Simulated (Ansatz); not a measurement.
`C[Si](O)(Cl)Br` + H₂O → `C[Si](O)(O)Br` + HCl at 600 K and 1 bar (formal hydrolysis of the Si–Cl bond).

Gas-phase electronic energies from Ansatz, PBE0-D4/def2-TZVP geometries. CCSD(T)/CBS adds triple-zeta CCSD(T) − MP2 to the extrapolated MP2 energy (def2 sets, frozen cores). This one scheme is used for every species. For Br outer-core shells are correlated without core-valence functions, which leaves a few kJ/mol of doubt a bond. Scalar relativity is left out up to krypton. One conformer a species, not always the lowest.

```tsv
species	CCSD(T)/CBS energy (Eh)	H − E (kJ/mol)	S (J/(mol·K))
`C[Si](O)(Cl)Br`	-3437.98992	205.7	459.3
H₂O	-76.37941	76.8	212.8
`C[Si](O)(O)Br`	-3053.99021	242.1	465.1
HCl	-460.38127	35.4	207.2
```

H − E and S are ideal-gas, rigid-rotor, harmonic terms from PBE0-D4/def2-TZVP, for one conformer and one mirror image of each species. 1 Eh = 2625.50 kJ/mol, R = 8.31446 J/(mol·K).

Question: By hand: ΔE, ΔH, ΔS and ΔG.

Answer: ΔE = (-3053.99021) + (-460.38127) − (-3437.98992) − (-76.37941) = -0.00215 Eh = -5.6 kJ/mol. Δ(H − E) = 242.1 + 35.4 − 205.7 − 76.8 = -5.0, so ΔH = -10.6 kJ/mol. ΔS = 465.1 + 207.2 − 459.3 − 212.8 = 0.2 J/(mol·K). ΔG = -10.6 − 600 × (0.2)/1000 = -10.7 kJ/mol.

Question: By hand: the equilibrium constant, and the temperature at which ΔG would vanish if ΔH and ΔS stayed fixed.

Answer: log₁₀ K = −ΔG/(RT ln 10) = 0.9. ΔH and −TΔS have one sign here, so there is no such temperature.

The number of gas molecules stays the same, so ΔS is small and ΔH decides. A doubt of 5 kJ/mol in ΔE shifts log₁₀ K by 0.4 here. Other conformers and mirror images would add mixing entropy, several J/(mol·K) or more a flexible species. These are equilibria of isolated gas molecules and say nothing of rates. Largest T1 diagnostic: 0.009 (customary marks: 0.02 for closed shells, 0.045 for open ones).

ΔS is within the doubt of such terms, so its sign, and with it that verdict, could turn.
